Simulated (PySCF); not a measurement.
# Cost of response and excited-state runs on `CC(C)=C(C#N)C#N`, C6H6N2

Geometry:
```tsv
atom	x (Å)	y (Å)	z (Å)
C1	-1.440	-0.476	0.615
C2	-0.195	-0.115	-0.118
C3	-0.146	-0.462	-1.565
C4	0.840	0.497	0.500
C5	2.036	0.852	-0.171
N6	3.007	1.144	-0.705
C7	0.824	0.840	1.874
N8	0.822	1.122	2.985
H9	-2.298	0.013	0.153
H10	-1.609	-1.551	0.551
H11	-1.392	-0.188	1.663
H12	-0.967	0.025	-2.092
H13	0.794	-0.163	-2.022
H14	-0.276	-1.538	-1.692
```

PySCF with density fitting, on 1 thread of an Arm Neoverse V1, shared host. Command: `OMP_NUM_THREADS=1 python excited_run.py task.json out`

(1) How long does this run take, and how much memory?
- excited states, LC-wPBE/def2-SVP; Tamm-Dancoff; spin-orbit couplings; 5 states; 5 triplets; quadratic response for 4 states; writes grids

## Answers

(1) 
```tsv
run	level	basis functions	wall time	peak memory (GiB)
excited states	LC-wPBE/def2-SVP	142	35 s	0.61
```
Times from a shared host are rough.
